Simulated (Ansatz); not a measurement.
Total energies of `[OH][Sc]([OH])[F]`.

Cartesian coordinates in Å:
```
O 0.8215 -0.8535 1.2013
Sc -0.0567 0.4239 0.1711
O -0.7157 0.0520 -1.5295
F -0.2845 2.1306 0.8640
H 1.2625 -1.5455 1.6838
H -1.0271 -0.2075 -2.3908
```

Total charge 0; spin multiplicity 1. Correlated methods include outer-core shells of Sc, which these sets cover unevenly. Scalar relativity is left out up to krypton. The geometry is a stationary point of PBE0-D4/def2-TZVP. It is one conformer, not always the lowest. Basis def2-TZVPP, Ansatz 0.2.0.

RPA on PBE orbitals: Hartree–Fock energy of these orbitals -1010.35253 Eh, correlation -1.57685 Eh (frozen core).

```tsv
functional	kind	energy without D4 (Eh)	D4 term (kJ/mol)
PBE	GGA	-1012.07001	-7.8
revPBE	GGA	-1012.35654	-20.7
BLYP	GGA	-1012.53792	-16.6
r2SCAN	meta-GGA	-1012.39503	-1.9
B97M-V	meta-GGA with VV10	-1012.25812	–
B3LYP	global hybrid, 20 %	-1012.56154	-12.5
HSE06 (plane-wave form)	screened hybrid	-1012.07153	-6.2
BHLYP	global hybrid, 50 %	-1012.41454	-10.3
CAM-B3LYP	range-separated hybrid	-1012.50614	-6.8
LC-ωPBE	long-range corrected hybrid	-1012.23123	–
ωB97X-V	range-separated hybrid GGA with VV10	-1012.34361	–
ωB97M-V	range-separated hybrid meta-GGA with VV10	-1012.42585	–
B2PLYP	double hybrid	-1012.23813	–
PBE-QIDH	double hybrid	-1011.95285	–
```

Problem. Give the same for LDA (SPW92), PBE0, r2SCANh, r2SCAN0. (Best estimate.)

Solution. Computed: 
```tsv
functional	kind	energy without D4 (Eh)	D4 term (kJ/mol)
LDA (SPW92)	LDA	-1008.89375	–
PBE0	global hybrid, 25 % exact exchange	-1012.09074	-6.6
r2SCANh	meta-GGA hybrid, 10 %	-1012.37097	-2.0
r2SCAN0	meta-GGA hybrid, 25 %	-1012.33719	-2.2
```

B3LYP takes the VWN-RPA correlation (the form of Gaussian; ORCA's B3LYP/G). HSE06 is the plane-wave form, built on full-range PBE exchange. The double hybrids freeze the cores in their second-order part.

LC-ωPBE has ω = 0.4 bohr⁻¹.
